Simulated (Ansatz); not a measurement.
Reaction (formal hydrolysis of the Si–C bond): `N=C[Si](O)(F)[SiH3]` + H₂O → `O[Si](O)(F)[SiH3]` + `C=N`

Computed with Ansatz on PBE0-D4/def2-TZVP structures; ΔE is electronic, products minus reactants. CCSD(T)/CBS is the MP2 limit (def2-TZVPP, def2-QZVPP) plus CCSD(T) − MP2 in def2-TZVPP, frozen cores. This one scheme is used for every species. Functionals use def2-TZVPP. B3LYP here is the variant with VWN-RPA as its local correlation; programs differ in this. One conformer a species, not always the lowest.

`N=C[Si](O)(F)[SiH3]`:

```xyz
12

N    -2.377   -0.129   -0.326
C    -1.267   -0.085   -0.943
Si    0.214   -0.675    0.083
O    -0.446   -1.131    1.499
F     0.846   -1.923   -0.699
Si    1.925    0.888    0.402
H    -3.165    0.177   -0.900
H    -1.187    0.258   -1.983
H    -1.413   -1.069    1.460
H     2.512    1.275   -0.909
H     2.992    0.311    1.262
H     1.367    2.102    1.053
```

H₂O:

```xyz
3

O    -0.019   -0.145    0.361
H    -0.643    0.447   -0.065
H     0.662   -0.302   -0.296
```

`O[Si](O)(F)[SiH3]`:

```xyz
10

O    -1.408    0.961    0.928
Si   -0.555   -0.301    0.329
O    -1.470   -1.024   -0.802
F    -0.269   -1.292    1.555
Si    1.491    0.266   -0.639
H    -1.181    1.286    1.801
H    -2.415   -1.089   -0.652
H     2.345    0.930    0.383
H     2.189   -0.948   -1.135
H     1.273    1.208   -1.767
```

`C=N`:

Z-matrix (Å, degrees):
```
C
N 1 1.261
H 1 1.096 2 124.9
H 1 1.092 2 118.8 3 -180.0
H 2 1.021 1 111.0 3 -0.0
```

```
          level  ΔE (kcal/mol)  difference from CCSD(T)/CBS
         PBE-D4          -25.2                          2.4
      r2SCAN-D4          -28.4                         -0.8
        PBE0-D4          -26.5                          1.1
       B3LYP-D4          -28.3                         -0.7
        ωB97X-V          -28.3                         -0.7
        ωB97M-V          -28.3                         -0.7
         B2PLYP          -29.5                         -1.9
         r2SCAN          -28.7                         -1.1
           PBE0          -27.3                          0.3
          B3LYP          -29.7                         -2.1
  HF/def2-TZVPP          -33.9                         -6.3
CCSD/def2-TZVPP          -29.2                         -1.6
  HF/def2-QZVPP          -34.1                         -6.5
 MP2/def2-QZVPP          -28.1                         -0.5
   HF/CBS(def2)          -34.1                         -6.5
 CCSD/CBS(def2)          -28.6                         -1.0
    CCSD(T)/CBS          -27.6                            0
```

Largest T1 diagnostic among the species: 0.013.

From PBE to PBE0 (25 % exact exchange), in def2-TZVPP and without D4, ΔE moves by −1.3 kcal/mol. In def2-TZVPP, CCSD(T) changes the Hartree–Fock value by +5.7 kcal/mol (the triples alone add +1.0 kcal/mol) and MP2 by +5.5 kcal/mol. The D4 term adds +1.4 kcal/mol with B3LYP and +0.8 kcal/mol with PBE0; it sums over pairs of atoms, weighted by their polarisabilities, and B3LYP, whose exchange is more repulsive, gets the larger term.
